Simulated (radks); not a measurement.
Question: Neutral technetium, [Kr] 4d5 5s2. All-electron calculation, non-relativistic Kohn-Sham, exchange-only PBE, spin-polarised, spherical densities, point nucleus. Program: a radial shooting solver on a logarithmic mesh with Libxc functionals. Every spin shell is full or empty, so the densities are truly spherical. Functionals are evaluated on that one density, not self-consistently. Rank these orbital-free kinetic functionals by their error against the exact value of the orbitals, and give that value: Thomas-Fermi, von Weizsacker, TF + vW, TF + vW/9, LC94, APBEK, Perdew 92, Thakkar, Pearson, LKT, PG1, Ernzerhof.

Answer: Exact: 4204.26 hartree. From best to worst, with 100 (|E| - |E exact|)/|E exact| (equal figures are ties): LC94 +0.08, APBEK +0.14, Ernzerhof -0.37, Thakkar -0.51, Perdew 92 -0.67, TF + vW/9 -0.68, Pearson -0.96, Thomas-Fermi -5.53, PG1 +16.04, LKT +20.36, TF + vW +38.17, von Weizsacker -56.30.
